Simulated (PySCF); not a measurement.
C5H7FS.
Atom-mapped SMILES: `[CH3:1][C@@H:2]1[CH:3]=[CH:4][S:5][C@@H:6]1[F:7]` (hydrogens: H8, H9, H10 on C1; H11 on C2; H12 on C3; H13 on C4; H14 on C6)

Geometry (GFN2-xTB, Å), atoms numbered from 1 in this order:
```xyz
14
C5H7FS angstrom
C      1.679    0.124   -0.027
C      0.258   -0.168    0.449
C     -0.478   -1.125   -0.447
C     -1.746   -0.830   -0.684
S     -2.312    0.648    0.073
C     -0.598    1.107    0.527
F     -0.155    2.063   -0.350
H      1.666    0.524   -1.037
H      2.156    0.850    0.627
H      2.264   -0.792   -0.018
H      0.301   -0.601    1.457
H      0.025   -1.992   -0.838
H     -2.457   -1.385   -1.266
H     -0.603    1.577    1.514
```

The closed-shell SCF was solved with PySCF and density fitting under several settings on one GFN2-xTB geometry (grid level 2 and gas phase unless stated).

```csv
settings,basis functions,SCF cycles,E (Eh),HOMO (eV),LUMO (eV),dipole (D)
"PBE0/pcSseg-1, grid level 4, fitting basis def2-qzvpp-jkfit",161,10,-692.2395,-6.36,0.05,2.23
OLYP/aug-pcSseg-1,252,16,-692.6330,-5.14,-1.10,2.08
"PBE0/cc-pVDZ, grid level 3, damping 0.2 at the start, DIIS from the seventh cycle",137,15,-692.3078,-6.18,0.29,2.09
```

Task: Estimate the row for these settings: KT3/6-31G*.

Result: 
| settings | basis functions | SCF cycles | E (Eh) | HOMO (eV) | LUMO (eV) | dipole (D) |
| --- | --- | --- | --- | --- | --- | --- |
| KT3/6-31G* | 116 | 15 | -699.9283 | -5.03 | -0.46 | 2.04 |

Task: Over all rows, what range does the HOMO–LUMO gap span?

Result: From 4.04 eV (OLYP/aug-pcSseg-1) to 6.47 eV (PBE0/cc-pVDZ, grid level 3, damping 0.2 at the start, DIIS from the seventh cycle). The functional of the narrowest has no exact exchange, that of the widest 25 % exact exchange.

Task: And the dipole moment?

Result: From 2.04 D (KT3/6-31G*) to 2.23 D (PBE0/pcSseg-1, grid level 4, fitting basis def2-qzvpp-jkfit); the largest is 1.09 times the smallest, and the median is 2.08 D.

Task: Compare two rows with the functional PBE0: PBE0/cc-pVDZ, grid level 3, damping 0.2 at the start, DIIS from the seventh cycle and PBE0/pcSseg-1, grid level 4, fitting basis def2-qzvpp-jkfit. Which energy is lower, and by how much?

Result: PBE0/cc-pVDZ, grid level 3, damping 0.2 at the start, DIIS from the seventh cycle (137 functions) lies 0.0683 Eh or 43 kcal/mol below PBE0/pcSseg-1, grid level 4, fitting basis def2-qzvpp-jkfit (161 functions). The smaller set gives the lower energy; the two sets aren't nested, so the variational bound doesn't order them by size.

Whole jobs, the steps after the SCF included, on Arm Neoverse V1, one thread (shared host):

| settings | work after the SCF | wall time | peak memory |
| --- | --- | --- | --- |
| PBE0/pcSseg-1, grid level 4, fitting basis def2-qzvpp-jkfit | shieldings, ring-centre shieldings | 31 s | 0.73 GiB |
| OLYP/aug-pcSseg-1 | spin–spin couplings from 13 perturbed nuclei, spin–dipole term for 1 of them | 53 s | 0.82 GiB |
| PBE0/cc-pVDZ, grid level 3, damping 0.2 at the start, DIIS from the seventh cycle | shieldings, ring-centre shieldings, charges and field gradients | 25 s | 0.73 GiB |
| KT3/6-31G* | 12 singlets by full TDDFT, polarisability | 20 s | 0.50 GiB |

Cycle counts include a coarse-grid stage where the run had one. All basis functions are spherical, in the Pople sets too. KT3 was designed for NMR shieldings or shifts; total energies of different functionals aren't comparable.

One conformer stands for the species.
